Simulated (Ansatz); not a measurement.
`[AlH2][SiH]([SiH3])Cl` → `[AlH2][SiH2]Cl` + `[SiH2]` at 600 K and 1 bar (silylene loss).

Calculated with Ansatz (gas phase, PBE0-D4/def2-TZVP geometries, no zero-point term in ΔE). CCSD(T)/CBS is the MP2 limit (def2-TZVPP, def2-QZVPP) plus CCSD(T) − MP2 in def2-TZVPP, frozen cores. This one scheme is used for every species.

```tsv
species	CCSD(T)/CBS energy (Eh)	H − E (kJ/mol)	S (J/(mol·K))
`[AlH2][SiH]([SiH3])Cl`	-1283.57831	199.6	498.5
`[AlH2][SiH2]Cl`	-993.29495	133.4	406.0
`[SiH2]`	-290.19011	52.1	233.9
```

H − E and S are ideal-gas, rigid-rotor, harmonic terms from PBE0-D4/def2-TZVP, for one conformer and one mirror image of each species. 1 Eh = 2625.50 kJ/mol, R = 8.31446 J/(mol·K).

By hand: ΔE, ΔH, ΔS and ΔG.

ΔE = (-993.29495) + (-290.19011) − (-1283.57831) = 0.09325 Eh = 244.8 kJ/mol. Δ(H − E) = 133.4 + 52.1 − 199.6 = -14.1, so ΔH = 230.7 kJ/mol. ΔS = 406.0 + 233.9 − 498.5 = 141.4 J/(mol·K). ΔG = 230.7 − 600 × (141.4)/1000 = 145.9 kJ/mol.

By hand: the equilibrium constant, and the temperature at which ΔG would vanish if ΔH and ΔS stayed fixed.

log₁₀ K = −ΔG/(RT ln 10) = -12.7. ΔG = 0 at ΔH/ΔS = 1632 K.

The number of gas molecules changes by +1, which sets the sign of ΔS. A doubt of 5 kJ/mol in ΔE shifts log₁₀ K by 0.4 here. Other conformers and mirror images would add mixing entropy, several J/(mol·K) or more a flexible species. Modes under 60 cm⁻¹, often nearly free rotors, make the harmonic entropy too high. These are equilibria of isolated gas molecules and say nothing of rates. Largest T1 diagnostic: 0.014 (customary marks: 0.02 for closed shells, 0.045 for open ones).
